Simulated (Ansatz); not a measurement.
CH4ClFOSSi, SMILES `CO[Si](F)(S)Cl`, charge 0, multiplicity 1.

Problem. Give a relaxed structure at PBE0-D4/def2-TZVP (the Gaussian-basis code of Ansatz). (Estimate.)

Solution. Computed: 
Z-matrix (Å, degrees):
```
C
O 1 1.415
H 1 1.090 2 107.6
H 1 1.093 2 110.7 3 -119.2
H 1 1.094 2 111.2 3 119.4
Si 2 1.609 1 126.4 3 -174.9
S 6 2.109 2 109.4 1 66.4
F 6 1.578 2 106.1 1 -172.7
Cl 6 2.039 2 112.1 1 -56.7
H 7 1.343 6 93.7 2 -160.3
```
This is one stationary point; other conformers may exist.
